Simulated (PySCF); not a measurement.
Gas-phase reaction: SnHCl + SnCl3 → 2 SnCl2 + H

Computed with PySCF (xtb for GFN2) and rigid-rotor harmonic-oscillator thermochemistry at 1 bar. † marks an energy on the PBE0/def2-TZVP geometry and frequencies; other levels use their own. MP2 and CCSD(T) freeze the core. Open shells (unrestricted): SnCl3 (multiplicity 2), H (multiplicity 2); the rest are closed-shell singlets. GFN2 has no spin-polarisation term. Sn: scalar-relativistic def2 core potential, no spin-orbit coupling. SnHCl, SnCl3: computed as isolated molecules; such fragments, hydroxides, amides, oligomers or adducts are transient or little studied in the gas. MP2 isn't extrapolated to the basis-set limit; its ΔH°(298 K) is 43.4 kJ in def2-SVP and 18.2 kJ in def2-TZVPP. CCSD(T) isn't extrapolated to the basis-set limit. The harmonic model lacks anharmonicity and excited electronic states, which grow with temperature; levels with a mode under 35 cm⁻¹ are left out. Soft modes under 120 cm⁻¹ make the harmonic entropy rough for SnCl3, SnCl2.

```
level               ΔE electronic, kJ  ΔH°(298 K), kJ  ΔS°(298 K), J/K  ΔG°(600 K), kJ
------------------  -----------------  --------------  ---------------  --------------
BLYP/def2-TZVP†                    37              26              101             -35
CCSD(T)/def2-SVP†                  63              53              101              -9
GFN2-xTB                           66              60               91               5
MP2/def2-SVP†                      54              43              101             -18
MP2/def2-TZVPP†                    29              18              101             -43
PBE/def2-TZVP†                     42              32              101             -30
PBE0/def2-QZVP†                    52              41              101             -21
PBE0/def2-SVP†                     51              40              101             -21
PBE0/def2-TZVP                     51              41              101             -21
LDA/def2-TZVP†                     71              60              101              -1
ωB97M-V/def2-TZVP†                 58              47              101             -15
```
ΔH° is lowest at MP2/def2-TZVPP† and highest at LDA/def2-TZVP†. No reference value is set beside these.
